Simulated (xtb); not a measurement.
The xtb input:
```
$ xtb mol.xyz --gfn 2 --uhf 2 --json

# file mol.xyz
8

C     -1.29370611    -0.45495980     0.07134256
C      0.08819231     0.33727888     0.11862454
O      0.99930282    -0.36540853     0.85431055
O      0.29821376     0.79544544    -1.06284776
H     -2.03228451     0.19607021    -0.38031375
H     -1.19809768    -1.37897758    -0.49959502
H     -1.51107589    -0.65825986     1.11601260
H      1.59440817    -0.89304257     0.29239111
```

Q: What does this run give for the total energy, partial charges in atom order, dipole moment?

A: 
```
Item                                                                                              Result
-----------------------------  -------------------------------------------------------------------------
total energy                                                                                 -14.2777 Eh
partial charges in atom order  C1 -0.08, C2 0.22, O3 -0.38, O4 -0.33, H5 0.09, H6 0.08, H7 0.10, H8 0.31
dipole moment                                                                                     3.01 D
```
